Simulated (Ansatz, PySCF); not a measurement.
Si(OH)3(SiH3) (H₆O₃Si₂), SMILES [SiH3][Si](O)(O)O.

The structure is a stationary point at r2SCAN-D4/def2-SVP. One conformer was computed; it need not be the lowest.

Vertical ionisation energy (IE) and electron affinity (EA) in eV. Rows of orbital energies are one-electron estimates. Where ΔSCF, EOM or ADC give a negative EA the extra electron is unbound and the value depends on the basis.

```tsv
level	IE	EA
−ε(HOMO), −ε(LUMO), M06-2X/def2-TZVP (PySCF)	9.05	-0.98
−ε(HOMO), −ε(LUMO), PBE/def2-TZVP (PySCF)	6.57	0.61
ΔSCF, CAM-B3LYP/def2-SVPD (Ansatz), final states of multiplicity 2 and 2	10.13	-1.07
ΔSCF, PBE/def2-SVPD (Ansatz), final states of multiplicity 2 and 2	9.54	-0.75
```

Q: What vertical singlet–triplet gap does ΔSCF give with CAM-B3LYP/def2-SVPD (Ansatz, a first-principles code) and with PBE/def2-SVPD (Ansatz)? (An estimate is asked for; the answer gives what the named calculation found.)

A: 6.36 and 5.68 eV (triplet above singlet where positive).
